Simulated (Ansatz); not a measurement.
`[SiH3][AlH][PH2]` + HBr → `[SiH3][AlH][Br]` + PH₃  (cleavage of the Al–P bond)

Program: Ansatz. Geometries: PBE0-D4/def2-TZVP. ΔE: electronic, gas phase. CCSD(T)/CBS adds triple-zeta CCSD(T) − MP2 to the extrapolated MP2 energy (def2 sets, frozen cores). This one scheme is used for every species. DFT in def2-TZVPP. B3LYP here is the variant with VWN-RPA as its local correlation; programs differ in this. HSE06 is defined as in plane-wave codes. For Br outer-core shells are correlated without core-valence functions, which leaves a few kJ/mol of doubt a bond. Scalar relativity is left out up to krypton. Each species was taken in one conformer, which may not be the lowest.

| level | ΔE (kcal/mol) | difference from CCSD(T)/CBS |
| --- | --- | --- |
| r2SCAN-D4 | -27.8 | 0.7 |
| B3LYP-D4 | -28.2 | 0.3 |
| r2SCAN0-D4 | -28.5 | 0.0 |
| CAM-B3LYP-D4 | -29.0 | -0.5 |
| ωB97M-V | -29.0 | -0.5 |
| B2PLYP | -29.1 | -0.6 |
| PBE-QIDH | -28.4 | 0.1 |
| BLYP | -27.9 | 0.6 |
| r2SCAN | -27.9 | 0.6 |
| HSE06 | -27.0 | 1.5 |
| LC-ωPBE | -27.8 | 0.7 |
| RPA@PBE/def2-TZVPP | -27.7 | 0.8 |
| HF/def2-SVP | -32.8 | -4.3 |
| MP2/def2-QZVPP | -29.3 | -0.8 |
| SCS-MP2/def2-QZVPP | -29.8 | -1.3 |
| HF/CBS(def2) | -33.1 | -4.6 |
| CCSD(T)/CBS | -28.5 | 0 |

Largest T1 diagnostic among the species: 0.014.

In def2-TZVPP, CCSD(T) changes the Hartree–Fock value by +5.2 kcal/mol (the triples alone add +0.7 kcal/mol) and MP2 by +4.2 kcal/mol. From BLYP to BHLYP (50 % exact exchange), in def2-TZVPP and without D4, ΔE moves by −2.7 kcal/mol. At CCSD(T), def2-SVP lies −0.7 kcal/mol from the extrapolated value and def2-TZVPP +0.5 kcal/mol.
